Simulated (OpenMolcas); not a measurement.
Pd2+: effect of the metal basis

Pd2+ with its 6 nearest fluoride ions at 2.106 Å, on the Mg site of KMgF3 (a = 3.973 Å, distance in the model lattice 1.986 Å). The rest of the host is ab initio model potentials to 7.6 Å and point charges beyond; the distance is set by hand and nothing relaxes.

```json
{
  "Program": "OpenMolcas 26.06",
  "Method": "SS-CASPT2, IPEA 0.25 Eh, imaginary shift 0.1 Eh (closed shells correlated: 4s 4p and the ligand valence shells)",
  "Spin-orbit coupling": "state interaction with AMFI integrals over the reference wave functions"
}
```

Fixed: ligand basis ANO-RCC-VDZP, active space 8 electrons in 5 orbitals (4d), DKH2 Hamiltonian.

States (labels of O, the rotations of Oh). Energies in cm-1 above the lowest state or level, χT in cm3 K/mol.

```json
{"Run": "A", "Metal basis": "ANO-RCC-VDZP", "Ground state": "3A2", "First state of that spin": "3T2 16720", "First gap with spin-orbit (degeneracies)": "9630 (3, 2)", "χT at 300 K": "1.333", "First state of another spin": "1E 9950", "Cost": "roughly 80 core-seconds"}
{"Run": "B", "Metal basis": "ANO-RCC-VTZP", "Ground state": "3A2", "First state of that spin": "3T2 15950", "First gap with spin-orbit (degeneracies)": "9130 (3, 2)", "χT at 300 K": "1.341", "First state of another spin": "1E 9440", "Cost": "roughly 2.3 core-minutes"}
```

Against A, the first state of the same spin changes by -4.6 % in B.

Costs are those of the CASPT2 steps.

Roots that are degenerate in the reference are averaged as groups; the widest CASPT2 spread within a group is 230 cm-1 (the 3-fold group of multiplicity 3 near 22300 cm-1 above the lowest state of its run, B). Shifts and gaps below about the spread of the groups concerned are not significant. Over all roots computed the reference weight is 0.73 to 0.74 in A, 0.72 to 0.73 in B; a low but even weight reflects the number of correlated electrons. Real 4d8 and 5d8 ions are as a rule square planar and diamagnetic. Ligand-to-metal charge-transfer states are missing. With no ligand orbital active B as a rule stays too high, so bands that hang on it stand too high and its fall with covalency is understated. With one d shell and no ligand orbital active, 10Dq can be off by a tenth or more. No measured value stands beside these numbers; the geometry was set by hand and not optimised.
